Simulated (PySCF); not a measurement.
How methods differ on the ionisation energy of Ni

Ni [Ar] 3d8 4s2 (3F) → Ni⁺ [Ar] 3d9 (2D), as a difference of total energies. Computed with PySCF 2.14 in x2c-SVPall (5s3p3d1f, 36 functions), with the spin-free X2C one-electron Hamiltonian (Gaussian nucleus). Correlated levels: valence: [Ar] frozen. The calculations carry no spin-orbit coupling.

| method | ionisation energy (eV) | difference from reference (eV) |
| --- | --- | --- |
| UHF | 8.167 | +0.527 |
| TPSS | 7.502 | -0.138 |
| PBE | 7.534 | -0.106 |
| MP2 (valence) | 6.702 | -0.938 |
| SCS-MP2 (valence) | 7.012 | -0.628 |

Reference: 7.640 eV (measured; NIST Atomic Spectra Database, ionization energies).

The reference lies between the lowest fine-structure levels, while these numbers refer to the centres of the terms.

Errors of the correlated levels include the incompleteness of this basis and the frozen core.

MP2 underrates the near-degeneracy of ns² with np² in the lower species.
